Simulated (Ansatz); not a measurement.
Cartesian coordinates in Å:
```
C -0.4915 0.7793 -1.2448
C -0.0949 -0.3872 -0.3325
Si 1.3346 0.1654 0.7940
B -1.1941 -0.8809 0.6202
Cl -1.1809 -2.5170 1.2557
H -0.9085 1.6079 -0.6668
H 0.3617 1.1653 -1.8084
H -1.2515 0.4726 -1.9672
H 0.3419 -1.2197 -0.8976
H 2.3994 0.7367 -0.0734
H 0.8731 1.2227 1.7331
H 1.8811 -0.9741 1.5724
H -2.0705 -0.1711 1.0154
```

Charge 0, multiplicity 1.

(1) List the ωB97M-V/def2-TZVPP orbital energies in eV (Ansatz). (An estimate is asked.)

Answers

(1) Ansatz gave: Occupied: -2771.95, -1807.09, -281.62, -281.31, -262.36, -199.82, -199.74, -199.68, -188.99, -148.18, -102.29, -102.28, -102.28, -26.12, -24.35, -20.60, -17.61, -16.68, -15.05, -14.46, -13.96, -12.81, -12.60, -12.25, -11.94, -11.83, -11.12, -10.43. Lowest empty: 0.59, 2.09, 2.73, 2.76, 3.11, 3.27, 3.69, 3.94.
